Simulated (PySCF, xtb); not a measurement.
Sn(H)3(OEt) (C2H8OSn), SMILES CC[O][SnH3].

GFN2-xTB (xtb) at its own geometry gives an orbital gap of 5.98 eV and a dipole moment of 1.24 D.

Coordinates come from a PBE-D3(BJ)/def2-SVP optimisation. The structure was generated by enumeration; whether it is a known compound was not checked. The def2 effective core potentials stand for the cores of Sn; spin–orbit coupling is left out. One conformer was computed; it need not be the lowest.

Q: What does PBE/def2-TZVP (PySCF) give? (The exact figures need the calculation; the answer reports its results.)

A: gap 4.53 eV (levels -5.86 and -1.33 eV), dipole 1.32 D.
